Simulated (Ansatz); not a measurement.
A CCSD(T) single point on C₃H₁₂AlNO (`C[NH2+][Al-]([CH3])([CH3])[OH]`).

```yaml
crystal:
  periodic: [false, false, false]
  atoms:
    - {symbol: C, position_ang: [0.974038, -0.229092, -1.899549]}
    - {symbol: N, position_ang: [1.189335, 0.470981, -0.629211]}
    - {symbol: Al, position_ang: [-0.213729, 0.237695, 0.829217]}
    - {symbol: C, position_ang: [-0.160580, -1.696999, 1.219792]}
    - {symbol: C, position_ang: [-1.858922, 0.961002, 0.011509]}
    - {symbol: O, position_ang: [0.689447, 1.292762, 1.879773]}
    - {symbol: H, position_ang: [0.026975, 0.098327, -2.327450]}
    - {symbol: H, position_ang: [1.774911, -0.044750, -2.618798]}
    - {symbol: H, position_ang: [0.906673, -1.299340, -1.706378]}
    - {symbol: H, position_ang: [1.259847, 1.474539, -0.770687]}
    - {symbol: H, position_ang: [2.067370, 0.191942, -0.201133]}
    - {symbol: H, position_ang: [-0.550741, -2.308691, 0.398067]}
    - {symbol: H, position_ang: [-0.776155, -1.937717, 2.094150]}
    - {symbol: H, position_ang: [0.848848, -2.058126, 1.447992]}
    - {symbol: H, position_ang: [-2.666103, 1.029763, 0.749834]}
    - {symbol: H, position_ang: [-2.244109, 0.332265, -0.799601]}
    - {symbol: H, position_ang: [-1.726040, 1.971944, -0.390755]}
    - {symbol: H, position_ang: [0.421537, 1.524596, 2.765029]}
basis:
  gaussian: {orbitals: def2-SVP}
correlation: {method: ccsd_t}
```

```sh
$ ansatz run in.yaml --threads 4 --pin off --events-out ev --progress --plain --max-ram 11315MiB
```

Output of Ansatz, abridged:

```
Functional definition: HF
1495 factors; integrals over basis functions are off by at most 1.4e-3 eV
mean field evaluation 1: about -13372.8251 eV, gradient 5.0e1 eV
mean field evaluation 2: about -13372.8323 eV, gradient 5.0e1 eV
mean field evaluation 4: about -13378.5898 eV, gradient 4.5e0 eV
mean field evaluation 8: about -13378.6497 eV, gradient 2.1e-4 eV
mean field -13378.64970843 eV, -491.6563084104 hartree, gradient 2.2e-6 eV, S^2 0.000000; 0 other end points of the search recorded, 0 dependent functions left out
10 core orbitals not correlated: weight in the atoms' cores, before any rotation towards them, 1.000 or more for the frozen orbitals, at most 0.000 for the correlated occupied ones
reference -13378.64970843 eV, -491.6563084104 hartree; 19, 19 occupied and 119, 119 virtual orbitals, 1495 factors
second order -23.92615504 eV of doubles, -0.00000000 eV of singles
cycle   1  -25.18924164 eV  change    -1.3e0 eV  update   9.7e-2
cycle   2  -25.77793195 eV  change   -5.9e-1 eV  update   2.8e-2
cycle   3  -25.89743821 eV  change   -1.2e-1 eV  update   1.3e-2
cycle   4  -25.89862702 eV  change   -1.2e-3 eV  update   2.9e-3
cycle   5  -25.89848558 eV  change    1.4e-4 eV  update   1.0e-3
cycle   6  -25.89862342 eV  change   -1.4e-4 eV  update   3.0e-4
cycle   7  -25.89853210 eV  change    9.1e-5 eV  update   1.1e-4
cycle   8  -25.89850982 eV  change    2.2e-5 eV  update   3.6e-5
perturbative correction -0.64106978 eV, -0.0235588798 hartree
Total energy: -13405.18928803 eV, -492.6316199714 hartree
```

Run time 28 s (4 threads of an Arm Neoverse V1 on a shared host); peak host memory 1.3 GiB.

MP2 recovers 90.2 % of the CCSD(T) correlation energy and the triples give 2.4 %; T1 = 0.0091.
